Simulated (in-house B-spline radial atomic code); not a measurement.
RPA and G0W0 for the rhenium ion Re⁷⁺, [Xe] 4f14, as one setting changes: the highest l of the empty states. Start: Hartree-Fock. A dash marks a level of low quasi-particle weight. Computed with an all-electron radial atomic-structure program (B-spline basis): all electrons, scalar-relativistic (spin-free one-electron X2C), finite nucleus, each spin shell either full or empty, empty states to the listed l with an (l + 1/2)⁻⁴ tail; G0W0 by contour deformation at full frequency.

Without the two-electron picture change, the correlation of inner shells comes somewhat too large for so heavy an element.

```json
{"highest l of the empty states": "5", "RPA summed (Eh)": "-5.1297", "RPA extrapolated (Eh)": "-5.9771", "G0W0 level (eV)": "5p -148.61"}
{"highest l of the empty states": "6", "RPA summed (Eh)": "-5.444", "RPA extrapolated (Eh)": "-5.9837", "G0W0 level (eV)": "5p -148.73"}
{"highest l of the empty states": "7", "RPA summed (Eh)": "?", "RPA extrapolated (Eh)": "?", "G0W0 level (eV)": "?"}
{"highest l of the empty states": "8", "RPA summed (Eh)": "?", "RPA extrapolated (Eh)": "?", "G0W0 level (eV)": "?"}
{"highest l of the empty states": "9", "RPA summed (Eh)": "-5.7688", "RPA extrapolated (Eh)": "-5.9251", "G0W0 level (eV)": "5p -148.68"}
{"highest l of the empty states": "10", "RPA summed (Eh)": "-5.8048", "RPA extrapolated (Eh)": "-5.9138", "G0W0 level (eV)": "5p -148.68"}
{"highest l of the empty states": "11", "RPA summed (Eh)": "-5.8279", "RPA extrapolated (Eh)": "-5.9057", "G0W0 level (eV)": "5p -148.68"}
```

Question: What belongs in the row for 7?

Answer: RPA summed (Eh): -5.6135; RPA extrapolated (Eh): -5.9602; G0W0 level (eV): 5p -148.69.

Question: What belongs in the row for 8?

Answer: RPA summed (Eh): -5.7109; RPA extrapolated (Eh): -5.9419; G0W0 level (eV): 5p -148.69.
